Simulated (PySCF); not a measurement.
Input for PySCF: D3(BJ) and D4 dispersion corrections on HIN2 (a complex), monomers drawn apart or pushed together.

```python
from pyscf import gto
from pyscf.dispersion import dftd3, dftd4

mol = gto.M(
    atom='''
    N     0.10168156    0.11003442   -1.00507190
    N     0.21013912    0.11946585    0.08007301
    I     0.65908775    0.17856819    6.36779160
    H     0.57462930    0.16233380    4.75492200
    ''',
    basis='def2-svp',
    charge=0, spin=0, verbose=0, max_memory=1800)
d3, d4 = {}, {}
for xc in ['hf', 'pbe', 'blyp', 'revpbe', 'tpss', 'r2scan', 'b3lyp', 'pbe0', 'bhlyp', 'camb3lyp', 'b2plyp']:
    d3[xc] = float(dftd3.DFTD3Dispersion(mol, xc=xc, version='d3bj', atm=False).get_dispersion()['energy'])
    print(f'D3(BJ) {xc:10s} {d3[xc]:14.8f} Eh')
for xc in ['hf', 'pbe', 'blyp', 'revpbe', 'tpss', 'r2scan', 'b3lyp', 'pbe0', 'bhlyp', 'camb3lyp', 'b2plyp']:
    d4[xc] = float(dftd4.DFTD4Dispersion(mol, xc={'camb3lyp': 'cam-b3lyp'}.get(xc, xc), atm=True).get_dispersion()['energy'])
    print(f'D4     {xc:10s} {d4[xc]:14.8f} Eh')
```

The log:

```
D3(BJ) hf            -0.01134390 Eh
D3(BJ) pbe           -0.00097353 Eh
D3(BJ) blyp          -0.00211460 Eh
D3(BJ) revpbe        -0.00252877 Eh
D3(BJ) tpss          -0.00121372 Eh
D3(BJ) r2scan        -0.00027941 Eh
D3(BJ) b3lyp         -0.00173203 Eh
D3(BJ) pbe0          -0.00083342 Eh
D3(BJ) bhlyp         -0.00138640 Eh
D3(BJ) camb3lyp      -0.00075623 Eh
D3(BJ) b2plyp        -0.00080512 Eh
D4     hf            -0.00320733 Eh
D4     pbe           -0.00077424 Eh
D4     blyp          -0.00175161 Eh
D4     revpbe        -0.00277064 Eh
D4     tpss          -0.00103952 Eh
D4     r2scan        -0.00020792 Eh
D4     b3lyp         -0.00123716 Eh
D4     pbe0          -0.00064326 Eh
D4     bhlyp         -0.00088308 Eh
D4     camb3lyp      -0.00064271 Eh
D4     b2plyp        -0.00053284 Eh
```

The run finished.

Cost: roughly 0.020 core-seconds.
